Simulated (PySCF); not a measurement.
Ga(Me)(Cl) (CH₃ClGa), SMILES [CH3][Ga+][Cl], charge +1.

Coordinates come from a r2SCAN-D4/def2-TZVP optimisation. The multiplicity is an assumed one; other spin states were not compared. The isomer is the one that the SMILES or the coordinates give; other isomers of the formula were not compared.

Computed with TDDFT-PBE0/def2-SVPD (PySCF).

Vertical excitations; the highest root listed may be one member of a degenerate set.  State labels are in the subgroup Cs.

```json
[
 {"state": "S1", "symmetry": "A\"", "energy (eV)": "6.53", "λ (nm)": "190", "f": "0.013", "main pairs": "HOMO→LUMO (degenerate set)"},
 {"state": "S2", "symmetry": "A'", "energy (eV)": "6.53", "λ (nm)": "190", "f": "0.013", "main pairs": "HOMO−1→LUMO (degenerate set)"},
 {"state": "S3", "symmetry": "A\"", "energy (eV)": "6.79", "λ (nm)": "183", "f": "0.000", "main pairs": "HOMO→LUMO+1 50 %, HOMO−1→LUMO+2 50 %"},
 {"state": "S4", "symmetry": "A'", "energy (eV)": "6.86", "λ (nm)": "181", "f": "0.000", "main pairs": "HOMO→LUMO+2, HOMO−1→LUMO+1 (degenerate set)"},
 {"state": "S5", "symmetry": "A\"", "energy (eV)": "6.86", "λ (nm)": "181", "f": "0.000", "main pairs": "HOMO−1→LUMO+2, HOMO→LUMO+1 (degenerate set)"},
 {"state": "S6", "symmetry": "A'", "energy (eV)": "7.35", "λ (nm)": "169", "f": "0.008", "main pairs": "HOMO−2→LUMO 34 %, HOMO−1→LUMO+1 30 %, HOMO→LUMO+2 30 %"},
 {"state": "S7", "symmetry": "A'", "energy (eV)": "7.50", "λ (nm)": "165", "f": "0.020", "main pairs": "HOMO−2→LUMO+1 (degenerate set)"},
 {"state": "S8", "symmetry": "A\"", "energy (eV)": "7.50", "λ (nm)": "165", "f": "0.020", "main pairs": "HOMO−2→LUMO+2 (degenerate set)"},
 {"state": "S9", "symmetry": "A'", "energy (eV)": "8.56", "λ (nm)": "145", "f": "0.760", "main pairs": "HOMO−2→LUMO 48 %, HOMO→LUMO+2 13 %, HOMO−1→LUMO+1 13 %, HOMO−5→LUMO 11 %"},
 {"state": "S10", "symmetry": "A\"", "energy (eV)": "8.75", "λ (nm)": "142", "f": "0.013", "main pairs": "HOMO−3→LUMO 99 %"},
 {"state": "T1", "symmetry": "A\"", "energy (eV)": "6.05", "λ (nm)": "205", "f": "0", "main pairs": "HOMO→LUMO (degenerate set)"},
 {"state": "T2", "symmetry": "A'", "energy (eV)": "6.05", "λ (nm)": "205", "f": "0", "main pairs": "HOMO−1→LUMO (degenerate set)"},
 {"state": "T3", "symmetry": "A'", "energy (eV)": "6.11", "λ (nm)": "203", "f": "0", "main pairs": "HOMO−2→LUMO 98 %"},
 {"state": "T4", "symmetry": "A'", "energy (eV)": "6.31", "λ (nm)": "197", "f": "0", "main pairs": "HOMO→LUMO+2 49 %, HOMO−1→LUMO+1 49 %"}
]
```
Triplets are in the Tamm–Dancoff approximation, which puts them higher than full response would, so one can lie above its singlet here.
